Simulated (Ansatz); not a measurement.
Stretching the O2–H3 bond in HNaO (SMILES [OH][Na]) (multiplicity 1 held, fragments rigid). Energies count from the point at 0.954 Å.
Geometry at that point (charge 0, multiplicity 1):
```xyz
3

Na     0.000     0.000    -0.917
O      0.000     0.000     1.015
H      0.000     0.000     1.969
```

R- and RO- levels are restricted; in cc, def2 and unpolarised 6-31G sets they are followed outwards from rest. U- levels take the lowest unrestricted solution at each point, which mixes spins at long bonds. Levels need not reach the same state.

Correlated levels freeze the cores.

Codes used: Ansatz (Gaussian orbitals). 

Energies in kJ/mol.

```json
[
 {"R (Å)": "0.763", "R-HF/def2-SVPD": "142", "U-HF/def2-SVPD": "142", "U-MP2/def2-SVPD": "166", "R-SCS-MP2/def2-SVPD": "166", "U-SCS-MP2/def2-SVPD": "166", "R-CCSDT/def2-SVPD": "165"},
 {"R (Å)": "0.859", "R-HF/def2-SVPD": "21", "U-HF/def2-SVPD": "21", "U-MP2/def2-SVPD": "34", "R-SCS-MP2/def2-SVPD": "34", "U-SCS-MP2/def2-SVPD": "34", "R-CCSDT/def2-SVPD": "33"},
 {"R (Å)": "0.954", "R-HF/def2-SVPD": "0", "U-HF/def2-SVPD": "0", "U-MP2/def2-SVPD": "0", "R-SCS-MP2/def2-SVPD": "0", "U-SCS-MP2/def2-SVPD": "0", "R-CCSDT/def2-SVPD": "0"},
 {"R (Å)": "1.050", "R-HF/def2-SVPD": "30", "U-HF/def2-SVPD": "30", "U-MP2/def2-SVPD": "18", "R-SCS-MP2/def2-SVPD": "18", "U-SCS-MP2/def2-SVPD": "18", "R-CCSDT/def2-SVPD": "18"},
 {"R (Å)": "1.145", "R-HF/def2-SVPD": "86", "U-HF/def2-SVPD": "86", "U-MP2/def2-SVPD": "62", "R-SCS-MP2/def2-SVPD": "62", "U-SCS-MP2/def2-SVPD": "62", "R-CCSDT/def2-SVPD": "61"},
 {"R (Å)": "1.288", "R-HF/def2-SVPD": "187", "U-HF/def2-SVPD": "187", "U-MP2/def2-SVPD": "148", "R-SCS-MP2/def2-SVPD": "147", "U-SCS-MP2/def2-SVPD": "147", "R-CCSDT/def2-SVPD": "143"},
 {"R (Å)": "1.431", "R-HF/def2-SVPD": "291", "U-HF/def2-SVPD": "277", "U-MP2/def2-SVPD": "308", "R-SCS-MP2/def2-SVPD": "236", "U-SCS-MP2/def2-SVPD": "307", "R-CCSDT/def2-SVPD": "226"},
 {"R (Å)": "1.670", "R-HF/def2-SVPD": "446", "U-HF/def2-SVPD": "342", "U-MP2/def2-SVPD": "452", "R-SCS-MP2/def2-SVPD": "369", "U-SCS-MP2/def2-SVPD": "448", "R-CCSDT/def2-SVPD": "342"},
 {"R (Å)": "1.908", "R-HF/def2-SVPD": "571", "U-HF/def2-SVPD": "366", "U-MP2/def2-SVPD": "504", "R-SCS-MP2/def2-SVPD": "475", "U-SCS-MP2/def2-SVPD": "497", "R-CCSDT/def2-SVPD": "423"},
 {"R (Å)": "2.195", "R-HF/def2-SVPD": "685", "U-HF/def2-SVPD": "377", "U-MP2/def2-SVPD": "526", "R-SCS-MP2/def2-SVPD": "568", "U-SCS-MP2/def2-SVPD": "519", "R-CCSDT/def2-SVPD": "479"},
 {"R (Å)": "2.576", "R-HF/def2-SVPD": "794", "U-HF/def2-SVPD": "372", "U-MP2/def2-SVPD": "532", "R-SCS-MP2/def2-SVPD": "643", "U-SCS-MP2/def2-SVPD": "524", "R-CCSDT/def2-SVPD": "511"},
 {"R (Å)": "3.054", "R-HF/def2-SVPD": "886", "U-HF/def2-SVPD": "370", "U-MP2/def2-SVPD": "531", "R-SCS-MP2/def2-SVPD": "679", "U-SCS-MP2/def2-SVPD": "523", "R-CCSDT/def2-SVPD": "524"}
]
```

Doubts at one or more of the structures used: a restricted determinant that unrestricted orbitals would lower (R-HF/def2-SVPD, R-SCS-MP2/def2-SVPD, R-CCSDT/def2-SVPD); a spin-contaminated determinant (U-HF/def2-SVPD, U-MP2/def2-SVPD, U-SCS-MP2/def2-SVPD); T1 above 0.05 (R-CCSDT/def2-SVPD); other coupled-cluster roots lie near (R-CCSDT/def2-SVPD).

Ansatz is a program for electronic structure.
